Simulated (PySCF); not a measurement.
## Mayer bond orders and bond lengths

Species: C7H10F3S (charge +1).
Numbering: `[CH3:1][C+:2]([CH2:3][S:4][C:5]([F:6])([F:7])[F:8])[CH:9]1[CH2:10][CH2:11]1` (hydrogens: H12, H13, H14 on C1; H15, H16 on C3; H17 on C9; H18, H19 on C10; H20, H21 on C11)

Cartesian coordinates in Å at the GFN2-xTB level; atoms count from 1:
```xyz
21
C7H10F3S angstrom
C     -0.0386    1.2545    1.1646
C     -0.1589    0.6605   -0.1634
C      0.8114    1.1067   -1.1857
S      1.7184   -0.3298   -1.9115
C      2.5543   -0.8783   -0.3650
F      1.6686   -1.4523    0.4667
F      3.0543    0.1635    0.2992
F      3.5057   -1.7349   -0.6297
C     -1.1122   -0.3063   -0.5080
C     -1.5692   -1.3696    0.5425
C     -2.5104   -0.3275    0.1786
H      0.9483    1.0269    1.5819
H     -0.7989    0.9346    1.8696
H     -0.0460    2.3455    1.0814
H      0.3006    1.5261   -2.0570
H      1.5321    1.8329   -0.8090
H     -1.0898   -0.6568   -1.5331
H     -1.6735   -2.3596    0.1238
H     -1.0647   -1.3444    1.4963
H     -2.7266    0.4772    0.8649
H     -3.3140   -0.5520   -0.5076
```

Bond orders from the PBE0/pcSseg-1 density (PySCF). Isolated species at its GFN2-xTB geometry (one conformer only).

(1) How far do the computed orders between heavy atoms stray from the drawn ones?

(2) Give the Mayer order of every bond, beside its length.

## Answers

(1) The largest departure is 0.262, at C2–C9 (drawn single, 1.262). Drawn single, order above 1.12: C1–C2 (1.142) and C2–C9 (1.262). Drawn single, order below 0.88: C9–C10 (0.777) and C11–C9 (0.791). The SMILES, with its formal charges, is one Lewis structure only.

(2) 
```
   bond  drawn as  length (Å)  Mayer order
  C1–C2    single       1.460        1.142
  C2–C3    single       1.478        1.050
  C3–S4    single       1.847        0.992
  S4–C5    single       1.842        0.978
  C5–F6    single       1.344        0.965
  C5–F7    single       1.333        0.986
  C5–F8    single       1.307        1.081
  C2–C9    single       1.401        1.262
 C9–C10    single       1.563        0.777
C10–C11    single       1.451        1.025
 C11–C9    single       1.558        0.791
 C1–H12    single       1.095        0.878
 C1–H13    single       1.085        0.936
 C1–H14    single       1.094        0.889
 C3–H15    single       1.094        0.896
 C3–H16    single       1.090        0.915
 C9–H17    single       1.084        0.939
C10–H18    single       1.080        0.931
C10–H19    single       1.079        0.937
C11–H20    single       1.080        0.937
C11–H21    single       1.080        0.928
```

By pair of heavy elements: C–C: lowest C9–C10 (0.777, 1.563 Å), highest C2–C9 (1.262, 1.401 Å); in 2 of the 15 pairs the longer bond (by over 0.003 Å) has the higher order (by 0.02 or more). C–S: all 2 within 0.02 of one another (0.978 to 0.992). C–F: lowest C5–F6 (0.965, 1.344 Å), highest C5–F8 (1.081, 1.307 Å).

Question: Sum the orders of all bonds at each heavy atom with more than one neighbour and set the sums beside the valence in the SMILES.

Answer: C1 3.845 (drawn 4), C2 3.454 (drawn 3), C3 3.853 (drawn 4), S4 1.970 (drawn 2), C5 4.010 (drawn 4), C9 3.769 (drawn 4), C10 3.670 (drawn 4), C11 3.681 (drawn 4). Orders between atoms that aren't bonded are not in these sums.

The Mayer order sums products of elements of PS (density times overlap matrix) between the two atoms' basis functions, so it depends on the basis set.
